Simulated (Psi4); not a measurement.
AgCl, charge -1, doublet, at a GFN2-xTB geometry (such geometries of metal compounds can be far from the true shape) (the multiplicity is a formal guess) (core potentials on Ag) (a gas-phase anion, which may not be bound at this level); PBE/def2-SVP (Psi4).

Input for Psi4:
```
memory 2 GB

molecule mol {
-1 2
  Ag   -0.000000   -0.000000   -0.720107
  Cl    0.000000    0.000000    1.990884
}

set basis def2-svp
set reference uks
set soscf true

energy('pbe')
print_variables()
```

The log (banner, timings and long lists left out):

```
   => Loading Basis Set <=

    Name: DEF2-SVP
    Role: ORBITAL
    Keyword: BASIS

    !!!  WARNING: ECP capability is in beta. Please check occupations closely.  !!!

         ---------------------------------------------------------
                                   SCF
               by Justin Turney, Rob Parrish, Andy Simmonett
                          and Daniel G. A. Smith
                              UKS Reference
         ---------------------------------------------------------

  ==> Geometry <==

    Molecular point group: c2v
    Full point group: C_inf_v

    Geometry (in Angstrom), charge = -1, multiplicity = 2:

       Center              X                  Y                   Z               Mass
    ------------   -----------------  -----------------  -----------------  -----------------
         AG           0.000000000000     0.000000000000    -0.668200530978   106.905091600000
         CL           0.000000000000     0.000000000000     2.042790469022    34.968852682000

  Running in c2v symmetry.

  Rotational constants: A = ************  B =      0.08705  C =      0.08705 [cm^-1]
  Rotational constants: A = ************  B =   2609.65993  C =   2609.65993 [MHz]
  Nuclear repulsion =   63.048619138318806

  Charge       = -1
  Multiplicity = 2
  Electrons    = 37
  Nalpha       = 19
  Nbeta        = 18

  ==> Algorithm <==

  SCF Algorithm Type is DF.
  DIIS enabled.
  MOM disabled.
  Fractional occupation disabled.
  Guess Type is SAD.
  Energy threshold   = 1.00e-06
  Density threshold  = 1.00e-06
  Integral threshold = 1.00e-12

  ==> Primary Basis <==

  Basis Set: DEF2-SVP
    Blend: DEF2-SVP
    Number of shells: 19
    Number of basis functions: 49
    Number of Cartesian functions: 55
    Spherical Harmonics?: true
    Max angular momentum: 3

  Core potential: DEF2-SVP
    Number of shells: 4
    Number of ECP primitives: 14
    Number of ECP core electrons: 28
    Max angular momentum: 3

  ==> DFT Potential <==

   => LibXC <=

    Version 7.1.2
    S. Lehtola, C. Steigemann, M. J. T. Oliveira, and M. A. L. Marques,  SoftwareX 7, 1–5 (2018) (10.1016/j.softx.2017.11.002)

   => Composite Functional: PBE <=

    PBE GGA Exchange-Correlation Functional

    J.P. Perdew et. al., Phys. Rev. Lett., 77(18), 3865-3868, 1996

    Deriv               =              1
    GGA                 =           TRUE
    Meta                =          FALSE

    Exchange Hybrid     =          FALSE
    MP2 Hybrid          =          FALSE

[...]
   @S^2 Expected:                7.500000000E-01
   @S^2 Observed:                7.518480883E-01
   @S   Expected:                5.000000000E-01
   @S   Observed:                5.000000000E-01

    Orbital Energies [Eh]
    ---------------------

    Alpha Occupied:

[...]
      10A1     0.033987

    Alpha Virtual:

[...]
    Beta Occupied:

[...]
    Beta Virtual:

[...]
      23A1    53.823296

    Final Occupation by Irrep:
             A1    A2    B1    B2
    DOCC [     9,    1,    4,    4 ]
    SOCC [     1,    0,    0,    0 ]
    NA   [    10,    1,    4,    4 ]
    NB   [     9,    1,    4,    4 ]

  @DF-UKS Final Energy:  -606.90384301073402

   => Energetics <=

    Nuclear Repulsion Energy =             63.0486191383188057
    One-Electron Energy =               -1030.8063966227191486
    Two-Electron Energy =                 403.2291561246573792
    DFT Exchange-Correlation Energy =     -42.3752216509910724
    Empirical Dispersion Energy =           0.0000000000000000
    VV10 Nonlocal Energy =                  0.0000000000000000
    Total Energy =                       -606.9038430107340218

  UHF NO Occupations:
  HONO-2 :    4 B2 1.9997269
  HONO-1 :    4 B1 1.9997269
  HONO-0 :   10 A1 1.0000000
  LUNO+0 :    5 B1 0.0002731
  LUNO+1 :    5 B2 0.0002731
  LUNO+2 :   11 A1 0.0001946
  LUNO+3 :   12 A1 0.0000622

Computation Completed

Properties will be evaluated at   0.000000,   0.000000,   0.000000 [a0]

Properties computed using the SCF density matrix

 Multipole Moments:

 ------------------------------------------------------------------------------------
     Multipole            Electronic (a.u.)      Nuclear  (a.u.)        Total (a.u.)
 ------------------------------------------------------------------------------------

 L = 1.  Multiply by 2.5417464519 to convert [e a0] to [Debye]
 Dipole X            :          0.0000000            0.0000000            0.0000000
 Dipole Y            :          0.0000000            0.0000000            0.0000000
 Dipole Z            :        -42.4053070           41.6337428           -0.7715642
 Magnitude           :                                                    0.7715642

 ------------------------------------------------------------------------------------

  Variable Map:
  ----------------------------------------------------------------------------
[...]
  Array Variable Map:
  ----------------------------------------------------------------------------
[...]
[...]
```
